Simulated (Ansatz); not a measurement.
## Ligand exchange: C3H4Cl2Si + AlClF2 → C2HCl3Si + Al(CH3)F2

Gas-phase species: C3H4Cl2Si `C#C[Si](C)(Cl)Cl`, singlet; AlClF2 `[F][Al]([F])[Cl]`, singlet; C2HCl3Si `C#C[Si](Cl)(Cl)Cl`, singlet; Al(CH3)F2, singlet. The partners trade CH3 for Cl: Si–CH3 and Al–Cl bonds give way to Si–Cl and Al–CH3.

Shapes, held fixed at every level: PBE0-D4/def2-TZVP. Programs: Ansatz 0.2.0. Electronic energies: no zero-point or thermal term.

**Question.** Estimate ΔE of this reaction.

**Answer.** The highest level, CCSD(T)/CBS estimate, gives ΔE = +64.8 kJ/mol; the levels span +60.5 to +69.7. The column of differences is taken from that level and isn't an error. No measured value is set beside it here. The CBS estimate extrapolates MP2 from def2-TZVPP and def2-QZVPP and adds CCSD(T) − MP2 in the triple-zeta set, cores frozen.

| level | kind | ΔE (kJ/mol) | less CCSD(T)/CBS estimate |
| --- | --- | --- | --- |
| BHLYP-D4/def2-TZVPP | global hybrid | +65.9 | +1.1 |
| r2SCAN0-D4/def2-TZVPP | global hybrid | +65.6 | +0.8 |
| wB97M-V/def2-TZVPP | range-separated hybrid | +60.5 | -4.3 |
| wB97X-V/def2-TZVPP | range-separated hybrid | +63.2 | -1.6 |
| B2PLYP/def2-TZVPP | double hybrid | +62.5 | -2.3 |
| CCSD(T)/def2-SVP | coupled cluster or CI | +68.5 | +3.7 |
| CCSD/def2-SVP | coupled cluster or CI | +69.7 | +4.9 |
| CCSD(T)/CBS estimate | coupled cluster or CI | +64.8 | 0.0 |
